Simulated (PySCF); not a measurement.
Compound: GaH2(SiH3).
SMILES: `[H][Ga]([H])[SiH3]`

Computed with TDDFT CAM-B3LYP/def2-SVPD, vertical, gas phase, core orbitals frozen in the response (PySCF). Geometry: PBE0-D3(BJ)/def2-SVP; no solvent, vibrations or thermal averaging. Relativistic effects, spin–orbit coupling among them, are left out although an element past zinc is present.

Predict the UV-vis stick spectrum at this level.

| state | E (eV) | ν̃ (cm⁻¹) | f | symmetry | main configurations (H = HOMO, L = LUMO) |
| --- | --- | --- | --- | --- | --- |
| S1 | 4.15 | 33460 | 0.0018 | – | H→L (99%) |
| S2 | 4.97 | 40050 | 0.0000 | – | H-1→L (98%) |
| S3 | 6.97 | 56220 | 0.0050 | A″ | H-3→L (59%), H→L+3 (37%) |
| S4 | 7.01 | 56510 | 0.049 | A′ | H→L+1 (62%), H-2→L (27%) |
| S5 | 7.03 | 56720 | 0.077 | A′ | H→L+2 (53%), H-2→L (21%), H→L+1 (21%) |
| S6 | 7.12 | 57450 | 0.029 | A″ | H→L+3 (56%), H-3→L (37%) |
| S7 | 7.34 | 59240 | 0.365 | A′ | H-2→L (47%), H→L+2 (25%), H→L+4 (16%) |
| S8 | 7.56 | 60980 | 0.271 | A′ | H→L+4 (64%), H→L+2 (14%), H→L+5 (11%) |
| S9 | 7.92 | 63890 | 0.192 | A″ | H-1→L+1 (74%), H-1→L+2 (22%) |
| S10 | 8.21 | 66180 | 0.0026 | A″ | H-1→L+2 (62%), H-1→L+1 (20%) |
| S11 | 8.30 | 66960 | 0.064 | A′ | H→L+5 (71%), H→L+4 (11%) |
| S12 | 8.36 | 67400 | 0.0005 | – | H→L+6 (78%), H-1→L+4 (9%) |
| S13 | 8.60 | 69400 | 0.290 | A′ | H-1→L+3 (81%), H→L+8 (10%) |
| S14 | 8.87 | 71540 | 0.075 | A″ | H-1→L+4 (71%), H→L+6 (9%) |
| S15 | 9.03 | 72830 | 0.114 | A′ | H-2→L+2 (77%) |

Triplets, Tamm–Dancoff:

| state | E (eV) | λ (nm) | main configurations (H = HOMO, L = LUMO) |
| --- | --- | --- | --- |
| T1 | 3.55 | 348.9 | H→L (98%) |
| T2 | 4.51 | 275.1 | H-1→L (96%) |
| T3 | 6.15 | 201.5 | H→L+2 (74%) |
| T4 | 6.23 | 199.1 | H→L+3 (87%) |

The lowest singlet comes at 299 nm (400 kJ/mol) in the ultraviolet; it is very weak; its leading configuration is HOMO→LUMO (99%). The strongest level in the table is S7 at 7.34 eV (169 nm, f = 0.365). Löwdin shares by element: HOMO silicon 36%, gallium 33%, hydrogen 16% or more; LUMO gallium 62%, silicon 17%, hydrogen 17% or more. Orbital energies (eV): HOMO-3 -11.22, HOMO-2 -11.17, HOMO-1 -9.91, HOMO -8.89, LUMO -1.20, LUMO+1 0.81, LUMO+2 1.01. Of the 15 states listed, 10 reach f = 0.01 and 1 stays under 0.0005. The oscillator strengths of these states sum to 1.535; summed over the whole spectrum of an exact calculation they would give the number of electrons, 50 (Thomas–Reiche–Kuhn). Symmetry labels in Cs follow from the direction of the transition dipole and are given only for states with f of 0.002 or more. The window holds the lowest 15 singlets.
